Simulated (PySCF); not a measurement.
**Energy of Zn⁺ (zinc, charge +1) between two integer charges**

The 4s alpha orbital of [Ar] 3d10 4s1 is emptied in steps (occupation f), with all orbitals relaxed, ending at [Ar] 3d10. Computed with PySCF 2.14 in def2-TZVP, with no relativity, point nucleus. The exact energy is a straight line in f; departures are measured from the line between the end points of the same method.

| f | UHF (eV) | LDA (eV) | PBE (eV) | PBE0 (eV) | r2SCAN (eV) | LC-wPBE (eV) | BHandHLYP (eV) | HSE06 (eV) |
| --- | --- | --- | --- | --- | --- | --- | --- | --- |
| 1 | 0.000 | 0.000 | 0.000 | 0.000 | 0.000 | 0.000 | 0.000 | 0.000 |
| 0.9 | 0.009 | -0.373 | -0.370 | -0.270 | -0.321 | -0.028 | -0.190 | -0.303 |
| 0.7 | 0.021 | -0.869 | -0.866 | -0.630 | -0.745 | -0.061 | -0.445 | -0.703 |
| 0.5 | 0.024 | -1.032 | -1.033 | -0.751 | -0.884 | -0.072 | -0.533 | -0.834 |
| 0.3 | 0.020 | -0.861 | -0.870 | -0.631 | -0.737 | -0.063 | -0.450 | -0.701 |
| 0.1 | 0.008 | -0.365 | -0.373 | -0.270 | -0.314 | -0.030 | -0.195 | -0.302 |
| 0 | 0.000 | 0.000 | 0.000 | 0.000 | 0.000 | 0.000 | 0.000 | 0.000 |

```
   method  E(f=0) − E(f=1) (eV)  −ε at f=1 (eV)  −ε at f=0.5 (eV)
      UHF                16.589          16.690            16.588
      LDA                18.685          14.538            18.708
      PBE                18.380          14.274            18.367
     PBE0                18.006          15.009            18.003
   r2SCAN                18.202          14.622            18.237
  LC-wPBE                17.934          17.612            17.933
BHandHLYP                17.843          15.733            17.830
    HSE06                18.085          14.705            18.094
```

Orbital energy along the path (eV):

| f | UHF | LDA | PBE | PBE0 | r2SCAN | LC-wPBE | BHandHLYP | HSE06 |
| --- | --- | --- | --- | --- | --- | --- | --- | --- |
| 1 | -16.690 | -14.538 | -14.274 | -15.009 | -14.622 | -17.612 | -15.733 | -14.705 |
| 0.9 | -16.668 | -15.369 | -15.086 | -15.606 | -15.363 | -17.690 | -16.149 | -15.394 |
| 0.7 | -16.627 | -17.039 | -16.720 | -16.803 | -16.787 | -17.828 | -16.987 | -16.761 |
| 0.5 | -16.588 | -18.708 | -18.367 | -18.003 | -18.237 | -17.933 | -17.830 | -18.094 |
| 0.3 | -16.550 | -20.359 | -20.028 | -19.207 | -19.622 | -18.026 | -18.684 | -19.407 |
| 0.1 | -16.514 | -21.957 | -21.702 | -20.415 | -21.010 | -18.184 | -19.562 | -20.767 |
| 0 | -16.497 | -22.708 | -22.510 | -20.983 | -21.661 | -18.292 | -20.019 | -21.420 |

Reference removal energy between the ground levels: 17.964 eV (measured; NIST Atomic Spectra Database, ionization energies). UHF lacks correlation.
